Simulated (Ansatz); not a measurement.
Relaxation of H$_{6}$O$_{2}$Si$_{2}$ (10 atoms, charge 0, multiplicity 1), to a largest force component of 0.03 eV/Å in at most 50 steps.

Computed with Ansatz 0.2.0, RKS BLYP/def2-SVP.

```xyz
10
Properties=species:S:1:pos:R:3
Si -0.958 -0.625 1.195
Si 1.796 0.621 -0.616
H 0.479 0.140 -0.990
O -2.034 0.657 1.396
O -1.819 -1.463 -0.021
H 1.673 1.637 0.477
H 2.472 1.252 -1.801
H 2.616 -0.544 -0.142
H -2.832 0.615 0.826
H -1.394 -2.290 -0.324
```

Problem. Where does it end, and by what steps?

Solution. It converged. The force dipped under the threshold on the way, but the program's further checks kept it going. After 29 steps the energy has fallen by 0.121 eV; Si1 moved furthest, 1.62 Å.

```csv
step,energy less start (eV),largest force component (eV/Å),accepted
0,0.0000,0.988,yes
2,-0.0777,0.193,yes
4,-0.0863,0.066,yes
6,-0.0927,0.050,yes
8,-0.0977,0.113,yes
10,-0.1049,0.204,yes
12,-0.1065,0.126,no
14,-0.1119,0.034,yes
16,-0.1160,0.076,yes
18,-0.1178,0.192,yes
20,-0.1198,0.005,yes
22,-0.1201,0.129,no
24,-0.1205,0.123,no
26,-0.1210,0.048,yes
28,-0.1212,0.025,yes
29,-0.1214,0.015,yes
```

```xyz
10
Properties=species:S:1:pos:R:3
Si -2.359 -1.342 1.566
Si 2.261 0.666 -0.804
H 0.901 0.112 -0.499
O -3.179 0.121 1.722
O -1.632 -1.063 0.044
H 2.493 1.902 0.012
H 2.351 1.002 -2.262
H 3.305 -0.356 -0.466
H -3.068 0.750 0.975
H -1.073 -1.792 -0.288
```

Whether the end is a true minimum wasn't checked by a vibrational analysis.

Run time: 45 s on 2 threads of Arm Neoverse V1, on a shared host, peak memory 0.12 GiB.
